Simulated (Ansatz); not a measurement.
Input (CCSDTQ/def2-SVPD; Ansatz, a program for electronic structure):

Ansatz 0.2 input:
```yaml
crystal:
  periodic: [false, false, false]
  atoms:
    - {symbol: N, position_ang: [0.00000000, 0.00000000, 0.00000000]}
basis:
  gaussian:
    orbitals: def2-SVPD
magnetization: {spin_polarized: true, initial_magnetization: 3}
correlation: {method: ccsdtq, electrons: outside_noble_gas}
scf: {lower_state_search: full}
```

Output:

```
Functional definition: HF
integrals: 0.00 GiB planned
151 factors; integrals over basis functions are off by at most 3.5e-8 eV
mean field: 0.05 GiB planned
mean field evaluation 1: about -1478.4809 eV, gradient 4.0e0 eV
mean field evaluation 2: about -1478.4935 eV, gradient 4.1e0 eV
mean field evaluation 4: about -1478.5920 eV, gradient 1.6e-1 eV
mean field evaluation 8: about -1478.5922 eV, gradient 6.3e-5 eV
mean field evaluation 16: about -1477.9438 eV, gradient 9.2e0 eV
mean field evaluation 32: about -1467.7600 eV, gradient 3.0e0 eV
mean field -1478.59220360 eV, -54.3372612564 hartree, gradient 1.2e-6 eV, S^2 3.759024; 3 other end points of the search recorded, 0 dependent functions left out
1 core orbitals not correlated
reference -1478.59220360 eV, -54.3372612564 hartree; 4, 1 occupied and 15, 18 virtual orbitals, 151 factors
second order -2.02667886 eV of doubles, -0.00000000 eV of singles
coupled cluster: 0.13 GiB planned
cycle   1  -2.37325628 eV  change   -3.5e-1 eV  update   3.4e-2
cycle   2  -2.51299044 eV  change   -1.4e-1 eV  update   1.4e-2
cycle   3  -2.51828978 eV  change   -5.3e-3 eV  update   3.8e-3
cycle   4  -2.52012019 eV  change   -1.8e-3 eV  update   1.5e-3
cycle   5  -2.51924128 eV  change    8.8e-4 eV  update   5.7e-4
cycle   6  -2.51968523 eV  change   -4.4e-4 eV  update   1.0e-4
cycle   7  -2.51968381 eV  change    1.4e-6 eV  update   2.1e-5
cycle   8  -2.51967453 eV  change    9.3e-6 eV  update   5.2e-6
cycle   9  -2.51967759 eV  change   -3.1e-6 eV  update   9.9e-7
cycle  10  -2.51967804 eV  change   -4.4e-7 eV  update   1.8e-7
Total energy: -1481.11188163 eV, -54.4298577163 hartree
```
